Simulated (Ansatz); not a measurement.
Consider the substitution at a C–Si bond: `N[SiH2]C(Cl)Cl` + H–F → `FC(Cl)Cl` + `N[SiH3]`.

Computed with Ansatz on PBE0-D4/def2-TZVP structures; ΔE is electronic, products minus reactants. CCSD(T)/CBS adds triple-zeta CCSD(T) − MP2 to the extrapolated MP2 energy (def2 sets, frozen cores). This one scheme is used for every species. DFT in def2-TZVPP. Each species was taken in one conformer, which may not be the lowest.

```csv
level,ΔE (kJ/mol)
PBE0-D4,78.1
ωB97X-V,69.9
B2PLYP,72.5
PBE0,70.5
MP2/def2-TZVPP,94.0
CCSD/def2-TZVPP,80.3
MP2/def2-QZVPP,98.9
SCS-MP2/def2-QZVPP,88.3
```

(1) What does CCSD(T)/CBS give? (Estimate.)

Largest T1 diagnostic among the species: 0.011.

## Answers

(1) Ansatz gave: +90.8 kJ/mol. The listed levels differ from it by -12.7, -20.9, -18.3, -20.3, 3.2, -10.5, 8.1, -2.5 kJ/mol.

In def2-TZVPP, CCSD(T) changes the Hartree–Fock value by +24.0 kJ/mol (the triples alone add +2.1 kJ/mol) and MP2 by +35.6 kJ/mol. From PBE to PBE0 (25 % exact exchange), in def2-TZVPP and without D4, ΔE moves by +6.2 kJ/mol. The D4 term adds +13.5 kJ/mol with B3LYP and +7.6 kJ/mol with PBE0; it sums over pairs of atoms, weighted by their polarisabilities, and B3LYP, whose exchange is more repulsive, gets the larger term.

B3LYP here is the variant with VWN-RPA as its local correlation; programs differ in this.
